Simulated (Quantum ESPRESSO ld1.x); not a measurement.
Values are calculated unless marked as measured or tabulated.
Ta18+, configuration [Kr] 4d10 4f9 (the NIST ground configuration). Level of theory: scalar-relativistic Kohn-Sham, LDA (Slater exchange, Perdew-Zunger correlation), spin-polarised, spherical densities, point nucleus; open shells are filled with parallel spins first (ld1.x of Quantum ESPRESSO 7.5).

Normalised radial functions P(r) = r R(r), r in bohr:

| r | 4d down |
|---|---|
| 0.001739 | 0.0001 |
| 0.002594 | 0.0002 |
| 0.00387 | 0.0007 |
| 0.005774 | 0.0021 |
| 0.008613 | 0.0060 |
| 0.01285 | 0.0171 |
| 0.01917 | 0.0468 |
| 0.0286 | 0.1200 |
| 0.04266 | 0.2785 |
| 0.06364 | 0.5535 |
| 0.09419 | 0.8578 |
| 0.1405 | 0.8729 |
| 0.2096 | 0.1608 |
| 0.3127 | -1.0432 |
| 0.4665 | -1.5848 |
| 0.696 | -1.0073 |
| 1.038 | -0.2719 |
| 1.549 | -0.0228 |
| 2.311 | -0.0003 |

4d down: eigenvalue -640.84 eV, 1 radial node at r = 0.222 bohr, <r> = 0.500 bohr, 90 % of the charge inside 0.741 bohr.
